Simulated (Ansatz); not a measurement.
Start from `C/N=C/NC` and change one atom or group (the configuration at the double bond changes too) to get `C/N=[CH]\[GeH3]`.

Ansatz, PBE0-D4/def2-TZVP geometries, multiplicity 1. Each molecule was computed in one conformer, which needn't be the lowest.

Scalar relativity is left out up to krypton.

```csv
property,`C/N=C/NC`
LUMO energy (ωB97M-V/def2-TZVPP) / eV,2.56
HOMO energy (B3LYP/def2-TZVPP) / eV,-6.12
HOMO energy (ωB97M-V/def2-TZVPP) / eV,-8.54
HOMO–LUMO gap (PBE/def2-TZVPP) / eV,5.10
HOMO–LUMO gap (ωB97M-V/def2-TZVPP) / eV,11.10
LUMO energy (PBE/def2-TZVPP) / eV,-0.01
```

Question: Give the same properties after the change, and the shifts. (An estimate is asked.)

Answer: Computed: 
```tsv
property	`C/N=[CH]\[GeH3]`	shift
LUMO energy (ωB97M-V/def2-TZVPP) / eV	1.34	-1.22
HOMO energy (B3LYP/def2-TZVPP) / eV	-6.69	-0.57
HOMO energy (ωB97M-V/def2-TZVPP) / eV	-9.15	-0.61
HOMO–LUMO gap (PBE/def2-TZVPP) / eV	3.72	-1.38
HOMO–LUMO gap (ωB97M-V/def2-TZVPP) / eV	10.49	-0.61
LUMO energy (PBE/def2-TZVPP) / eV	-1.85	-1.84
```

With PBE0 the HOMO falls by 0.59 eV and the LUMO falls by 1.84 eV, so the gap narrows by about 1.25 eV. PBE moves the HOMO by -0.45 eV and ωB97M-V by -0.61 eV.

B3LYP here is the variant with VWN-RPA as its local correlation; programs differ in this.
